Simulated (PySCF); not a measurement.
Br₂FHSi. Atoms are numbered in the order given.

```xyz
5

Si     0.4411    -0.7229     0.0000
F     -0.4401    -2.0783     0.0000
Br    -0.0583     0.4273    -1.8122
Br    -0.0583     0.4273     1.8122
H      1.8671    -1.0838     0.0000
```

Geometry: TPSSh-D3(BJ)/def2-SVP. The structure was generated by enumeration, and PubChem lists no compound with its InChIKey, so it may never have been made.

All values below come from PySCF with PBE/def2-TZVP.

Symmetry labels are those of the subgroup Cs that the program uses (full group Cs).

Computed valence orbital energies around the gap with their symmetry:
| orbital | symmetry | energy (eV) |
|---|---|---|
| HOMO−7 | A' | -11.21 |
| HOMO−6 | A" | -11.17 |
| HOMO−5 | A" | -9.50 |
| HOMO−4 | A' | -9.45 |
| HOMO−3 | A' | -8.23 |
| HOMO−2 | A' | -7.87 |
| HOMO−1 | A" | -7.80 |
| HOMO | A" | -7.56 |
| LUMO | A' | -1.57 |
| LUMO+1 | A' | -0.92 |
| LUMO+2 | A" | -0.56 |
| LUMO+3 | A' | 0.70 |
